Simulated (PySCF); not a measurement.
**How the method moves the HOMO and LUMO of `CN[Si@H](C)F`**

C2H8FNSi.
Numbering: `[CH3:1][NH:2][Si@H:3]([CH3:4])[F:5]` (hydrogens: H6, H7, H8 on C1; H9 on N2; H10 on Si3; H11, H12, H13 on C4)

Geometry (PBE0-D3(BJ)/def2-SVP, Å), atoms numbered from 1 in this order:
```
atom  x, y, z in Å
C1    -1.7168    0.6366    0.1027
N2    -1.0120   -0.5328   -0.3663
Si3    0.6730   -0.6858   -0.6280
C4     1.6544    0.1205    0.7308
F5     1.1730    0.0278   -2.0152
H6    -2.5044    0.3736    0.8296
H7    -2.1897    1.2205   -0.7085
H8    -1.0214    1.3131    0.6217
H9    -1.6123   -1.2252   -0.8002
H10    0.9485   -2.1374   -0.8049
H11    1.4563    1.2025    0.7816
H12    1.4239   -0.3229    1.7111
H13    2.7308   -0.0027    0.5376
```

Basis pcSseg-2 throughout (PySCF), one geometry. Geometry: PBE0-D3(BJ)/def2-SVP, one conformer, isolated molecule.

Q: How do the orbital energies, the gap and the dipole change with the method?

A: 
```tsv
method	kind	HOMO (eV)	LUMO (eV)	gap (eV)	μ (D)	SCF cycles
BLYP	GGA	-5.66	-0.28	5.38	2.06	15
OPBE	GGA	-5.73	-0.17	5.56	2.03	16
B97-D	GGA	-5.76	-0.13	5.63	2.04	15
PBE	GGA	-5.78	-0.27	5.50	2.07	15
BP86	GGA	-5.88	-0.12	5.76	2.06	15
KT2	GGA	-5.88	-0.29	5.59	2.08	16
KT3	GGA	-5.88	-0.46	5.42	2.05	16
LDA	LDA	-5.91	-0.37	5.54	2.14	14
B97-2	global hybrid	-6.90	0.48	7.37	2.09	14
B3LYP	global hybrid	-6.94	0.14	7.08	2.10	13
PBE0	global hybrid	-7.17	0.44	7.61	2.11	13
mPW1PW91	global hybrid	-7.20	0.41	7.61	2.11	13
BHandHLYP	global hybrid	-8.50	0.94	9.44	2.14	12
CAM-B3LYP	range-separated hybrid	-8.60	1.10	9.70	2.12	12
wB97X-D	range-separated hybrid	-9.07	2.13	11.20	2.11	13
LC-wPBE	range-separated hybrid	-9.98	2.25	12.23	2.12	14
HF	Hartree–Fock	-10.61	2.54	13.15	2.15	10
```

The HOMO spans 4.94 eV, from BLYP down to HF, and the gap runs from 5.38 eV (BLYP) to 13.15 eV (HF). Over the methods BLYP (0 %), OPBE (0 %), B97-D (0 %), PBE (0 %), BP86 (0 %), KT2 (0 %), KT3 (0 %), LDA (0 %), B97-2 (21 %), B3LYP (20 %), PBE0 (25 %), mPW1PW91 (25 %), BHandHLYP (50 %), HF (100 %), a straight line through the gap against the share of exact exchange rises by 0.77 eV for each 10 % (correlation coefficient 0.999). The dipole ranges from 2.03 D (OPBE) to 2.15 D (HF). This basis has no diffuse functions.
